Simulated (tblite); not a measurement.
Run record: tight-binding relaxation, `[CH3][GeH2][O][C@@H]1C=CC=CC1`.

Computed with GFN2-xTB geometry optimisation, gas phase (tblite 0.8.0). Start geometry: from a force field or distance geometry. The command runs a driver script over a list of jobs; the input below is this job's line of settings and its coordinates in Å.

Command:
```bash
OMP_NUM_THREADS=1 python probes_run.py task.json out
```

Input:
```
{"job": {"kind": "relax", "xc": "GFN2-xTB", "basis": "xTB"}, "charge": 0, "multiplicity": 1}
C      3.715100    -0.396900    -0.148600
Ge     2.147000     0.639100     0.436600
O      0.722800     0.158300    -0.495200
C     -0.375100     0.176000     0.390700
C     -0.907800    -1.210500     0.495300
C     -2.122200    -1.574800     0.163500
C     -3.043200    -0.569500    -0.326100
C     -2.672300     0.684200    -0.436900
C     -1.329100     1.184100    -0.102100
H      3.948000    -0.154100    -1.193400
H      3.471600    -1.485600    -0.054500
H      4.590200    -0.146100     0.467700
H      1.942400     0.545300     1.976000
H      2.461100     2.122500     0.119700
H     -0.056300     0.465700     1.422400
H     -0.206700    -1.968400     0.870800
H     -2.453200    -2.595000     0.254300
H     -4.046100    -0.905300    -0.583600
H     -3.411900     1.412600    -0.809800
H     -0.908000     1.677700    -0.982300
H     -1.475200     1.957600     0.690000
```

Output:
```
step      E/eV     max force
  0    -735.93310    2.270
  1    -736.10932    1.208
  2    -736.19943    0.935
  3    -736.26865    0.627
  4    -736.31142    0.424
  5    -736.33682    0.393
  6    -736.35792    0.393
  7    -736.37515    0.394
  8    -736.39302    0.342
  9    -736.40657    0.251
... (124 lines left out)
134    -736.58493    0.023
135    -736.58503    0.023
136    -736.58510    0.028
137    -736.58515    0.023
138    -736.58519    0.012
139    -736.58522    0.013
140    -736.58525    0.015
141    -736.58527    0.014
142    -736.58530    0.011
143    -736.58533    0.009
```

«max force» is the largest atomic force in eV/Å.

**Question.** From which step on does the largest force stay under 0.1 eV/Å, and how much energy is left to gain from there?

**Answer.** From step 75 (0.091 eV/Å), 28.1 meV above the end.

Summary of the converged run: energy lowered by 15.0 kcal/mol over 143 steps; largest atomic force 0.009 eV/Å at the end.

**Question.** Where do the atoms end?

**Answer.** 0.557 Å rms from the input after alignment:
```
atom  x, y, z in Å
C1     3.8319   -0.1196   -0.0929
Ge2    2.2472    0.8122    0.5824
O3     0.9499   -0.2872    0.1441
C4    -0.4127   -0.1646    0.4847
C5    -1.0908   -1.4927    0.2865
C6    -2.4003   -1.5656    0.0633
C7    -3.1942   -0.3592   -0.0825
C8    -2.5970    0.8158   -0.2682
C9    -1.1037    0.9215   -0.3421
H10    3.8366   -0.1057   -1.1796
H11    3.8176   -1.1558    0.2335
H12    4.7479    0.3446    0.2606
H13    2.1985    1.0123    2.0860
H14    2.0168    2.1713   -0.0501
H15   -0.5036    0.0943    1.5567
H16   -0.4653   -2.3647    0.3921
H17   -2.9018   -2.5178   -0.0242
H18   -4.2699   -0.4504   -0.0659
H19   -3.1638    1.7191   -0.4387
H20   -0.7909    0.8068   -1.3882
H21   -0.7612    1.9023   -0.0031
```

On one thread, Arm Neoverse V1 (aarch64), no GPU, shared host with 32 logical CPUs at a one-minute load of 25, this took 1.3 s of wall time.
Labels such as C1 count atoms from 1, the log's own numbers from 0.
